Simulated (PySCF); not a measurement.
## GaH⁺: from constants to spectrum

PBE0 constants of GaH⁺, ²Σ⁺ (doublet), unpaired electrons σ ↑ (basis Ga cc-pVTZ-PP with ECP10, H cc-pVTZ; scalar-relativistic core potentials; PySCF 2.14; masses 68.9256 and 1.0078 u):

* ωe: 1235.1 cm⁻¹
* ωexe: 124.0 cm⁻¹
* Be: 6.0517 cm⁻¹
* αe: 0.550 cm⁻¹
* De to Ga⁺ + H: 0.436 eV

**Question.** What force constant and bond length do these constants imply?

**Answer.** Reduced mass μred = 0.99330 u; k = 5.8918×10⁻⁷·μred·ωe² (u, cm⁻¹, mdyn/Å) = 0.893 mdyn/Å; Re = √(16.8576/(μred·Be)) (u, cm⁻¹, Å) = 1.675 Å.

**Question.** Estimate the centrifugal constant D from the Kratzer relation and find the Dunham coefficient a1.

**Answer.** D = 4Be³/ωe² = 0.000581 cm⁻¹; a1 = −1 − αeωe/(6Be²) = -4.09.

Spin–orbit coupling is left out. For an ion De counts to the pair picked by the measured ionisation energies or electron affinities, which need not be the lowest pair at this level. The state was picked by a PBE0 search and need not be the measured ground state.
